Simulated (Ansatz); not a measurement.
Potential energy curve for BrLi, singlet.

- RHF/cc-pVDZ (Ansatz, a quantum-chemistry and plane-wave program)
- RMP2 = MP2 on RHF/cc-pVDZ, cores with 3d frozen in Ansatz
- UHF/cc-pVDZ (Ansatz)
- UCCSD = Ansatz with CCSD on UHF/cc-pVDZ, cores with 3d frozen
- UCCSD(T) = CCSD(T) on UHF/cc-pVDZ, cores with 3d frozen run with Ansatz
- RKS-BLYP = Ansatz with restricted BLYP/cc-pVDZ
- UKS-BLYP = unrestricted BLYP/cc-pVDZ (Ansatz)
- RKS-B3LYP = restricted B3LYP/cc-pVDZ in Ansatz
- UKS-B3LYP = Ansatz with unrestricted B3LYP/cc-pVDZ
- RKS-PBE = restricted PBE/cc-pVDZ (Ansatz)
- UKS-PBE = unrestricted PBE/cc-pVDZ (Ansatz)
- FCI = full CI/cc-pVDZ, cores with 3d frozen in Ansatz

All curves are set to zero at 2.24 Å and compared with full CI in the same basis at 2.24, 2.38, 2.42, 2.50, 2.59, 2.69, 2.78, 2.94, 3.13, 3.34, 3.62, 4.00, 4.40, 4.93, 5.47, 6.19, 7.26, 8.51 Å.

Task: Which method stays most parallel to full CI over these points, and which least?

Result: UCCSD has the smallest spread and RHF the largest. In order (kJ/mol): UCCSD 5.10, UCCSD(T) 12.15, RKS-B3LYP 36.65, UKS-B3LYP 50.52, RKS-PBE 52.55, RKS-BLYP 60.86, UKS-PBE 67.12, RMP2 72.23, UKS-BLYP 72.51, UHF 72.90, RHF 92.20.

Errors against full CI at some of the points (kJ/mol):

```
method     2.78 Å  3.34 Å  4.40 Å  5.47 Å  8.51 Å
---------  ------  ------  ------  ------  ------
UCCSD         0.4     0.4     0.4     0.2    -3.7
UCCSD(T)      0.1     0.2     0.3     6.7    -0.8
RKS-B3LYP     4.2     0.3   -16.0   -31.3     5.3
UKS-B3LYP     4.2     0.3   -17.1   -46.2   -30.6
RKS-PBE       1.7    -4.7   -27.6   -50.3   -25.7
RKS-BLYP      1.3    -6.1   -33.1   -58.7   -36.5
UKS-PBE       1.7    -4.7   -29.4   -62.9   -51.4
RMP2          0.4     0.3     0.0     7.3    72.1
UKS-BLYP      1.3    -6.1   -33.9   -68.3   -57.2
UHF           0.9    -1.5    -7.1   -56.1   -71.8
RHF           0.9    -1.5    -7.1    -2.3    84.9
```

The restricted form behind RHF, RMP2, RKS-BLYP, RKS-B3LYP, RKS-PBE keeps the bonding electrons paired and can't separate into open-shell fragments. The T1 diagnostic of CCSD on the restricted reference of RMP2 exceeds 0.045 at 4.93 to 8.51 Å. The unrestricted determinant behind UHF, UCCSD, UCCSD(T) is spin-contaminated at 4.93 to 8.51 Å (<S²> up to 1.0, against 0.00 for a pure singlet). The unrestricted determinant behind UKS-BLYP, UKS-B3LYP, UKS-PBE is spin-contaminated at 4.40 to 8.51 Å (<S²> up to 0.6, against 0.00 for a pure singlet).
